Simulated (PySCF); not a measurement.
Species: C9H11 (charge +1).
Geometry (PBE0-D3(BJ)/def2-SVP, Å), atoms numbered from 1 in this order:
```
atom  x, y, z in Å
C1     3.3692   -0.1996    0.0573
C2     2.0067   -0.7176    0.0823
C3     0.8094   -0.0147    0.0064
C4     0.7605    1.4079   -0.1173
C5    -0.4633    2.0349   -0.1866
C6    -1.6422    1.2739   -0.1342
C7    -1.6462   -0.1322   -0.0110
C8    -2.9347   -0.8905    0.0514
C9    -0.4129   -0.7577    0.0563
H10    3.9215   -0.6996   -0.7611
H11    3.4619    0.8870   -0.0393
H12    3.8919   -0.5419    0.9711
H13    1.9172   -1.8087    0.1745
H14    1.6810    1.9917   -0.1578
H15   -0.5248    3.1205   -0.2830
H16   -2.6030    1.7949   -0.1926
H17   -2.7702   -1.9747    0.0069
H18   -3.5984   -0.6079   -0.7791
H19   -3.4700   -0.6662    0.9875
H20   -0.3598   -1.8461    0.1489
```

Computed with TDDFT CAM-B3LYP/def2-SVPD, vertical, gas phase, core orbitals frozen in the response in PySCF.

Ground-to-excited transition dipoles (e·a0, same axes as the geometry; the sign carries no meaning), for the states with f of 0.002 or more among the lowest 10:

```json
{"state": "S1", "E (eV)": "3.196", "μx": "-0.102", "μy": "-0.621", "μz": "0.053"}
{"state": "S2", "E (eV)": "4.475", "μx": "-1.934", "μy": "0.705", "μz": "-0.086"}
{"state": "S5", "E (eV)": "6.020", "μx": "-0.007", "μy": "-0.008", "μz": "-0.117"}
{"state": "S6", "E (eV)": "6.296", "μx": "1.137", "μy": "-0.288", "μz": "0.031"}
{"state": "S8", "E (eV)": "6.532", "μx": "-0.459", "μy": "0.140", "μz": "-0.013"}
{"state": "S9", "E (eV)": "6.888", "μx": "1.357", "μy": "-0.241", "μz": "0.029"}
{"state": "S10", "E (eV)": "7.054", "μx": "-0.061", "μy": "0.024", "μz": "0.106"}
```

Work out the oscillator strengths.

f = (2/3) ΔE |μ|² with ΔE in hartree (27.2114 eV).

| state | \|μ\|² (au) | \|μ\| (D) | f |
| --- | --- | --- | --- |
| S1 | 0.398 | 1.60 | 0.031 |
| S2 | 4.244 | 5.24 | 0.465 |
| S5 | 0.014 | 0.30 | 0.002 |
| S6 | 1.378 | 2.98 | 0.213 |
| S8 | 0.231 | 1.22 | 0.037 |
| S9 | 1.899 | 3.50 | 0.321 |
| S10 | 0.016 | 0.32 | 0.003 |

What angle do the transition dipoles of S1 and S9 make?

|cos θ| = |μa·μb| / (|μa| |μb|) = 0.02, so θ ≈ 89° (taken between 0 and 90°, since the signs are arbitrary).

What peak molar absorption coefficient would the strongest computed level give as a lone Gaussian band 0.3 eV wide at half height?

ε(max) = 2.175×10⁸ f / FWHM, with the width in cm⁻¹. S2: 2.175×10⁸ × 0.4653 / 2420 ≈ 42000 L mol⁻¹ cm⁻¹.

All these states lie below the vertical ionisation energy of 13.72 eV (ΔSCF).

Time: 9.7 min. Hardware: an Arm Neoverse N1 with one thread, on a shared host.

One conformer stands for the species.
